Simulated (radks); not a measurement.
Species: Pr. Configuration: [Xe] 4f3 6s2 (the NIST ground configuration).

All-electron calculation, Dirac Kohn-Sham, PBE, spin-unpolarised, spherical densities, point nucleus; open shells fill j = l - 1/2 first. Program: a radial shooting solver on a logarithmic mesh with Libxc functionals.

Energy parts (eV):
| part | energy |
|---|---|
| total | -251504.85 |
| kinetic | 270545.10 |
| electron-nucleus | -613738.72 |
| Hartree | 97584.84 |
| exchange-correlation | -5896.07 |

Orbitals (lengths in bohr, moments of r in powers of bohr):
orbital,occ.,eigenvalue (eV),<r>,small-component weight
1s1/2,2,-41779.60,0.02409,4.78e-02
2s1/2,2,-6718.134,0.1026,1.04e-02
2p1/2,2,-6348.944,0.08605,1.04e-02
2p3/2,4,-5866.692,0.09236,9.80e-03
3s1/2,2,-1449.187,0.2720,3.21e-03
3p1/2,2,-1292.261,0.2617,3.15e-03
3p3/2,4,-1196.716,0.2740,2.97e-03
3d3/2,4,-923.0880,0.2452,2.85e-03
3d5/2,6,-902.4964,0.2491,2.80e-03
4s1/2,2,-287.9317,0.6225,9.92e-04
4p1/2,2,-229.2247,0.6403,9.23e-04
4p3/2,4,-208.6705,0.6682,8.63e-04
4d3/2,4,-112.3398,0.7217,7.13e-04
4d5/2,6,-108.7347,0.7317,6.97e-04
5s1/2,2,-38.9176,1.509,2.10e-04
5p1/2,2,-23.3619,1.707,1.64e-04
5p3/2,4,-20.5847,1.797,1.49e-04
6s1/2,2,-3.4568,4.504,2.28e-05
4f5/2,3,-1.3349,1.203,3.33e-04
4f7/2,0,-0.9972,1.234,3.25e-04

The highest occupied level is 4f5/2 at -1.335 eV. Summed over all electrons, <r^2> = 90.31 bohr^2, which gives a Langevin (diamagnetic) susceptibility term of -71.5 x 10^-6 cm^3/mol. For comparison, the ionisation energy in NIST's Atomic Spectra Database is 5.470 eV (semi-empirical). In exact Kohn-Sham theory the highest level is minus the ionisation energy, but local and semilocal functionals leave it too shallow, through self-interaction and a potential that decays too fast; potentials with the right tail come closer.

Beside tabulated values, note that spin-unpolarised runs miss the spin-polarisation part of the exchange energy of open shells.
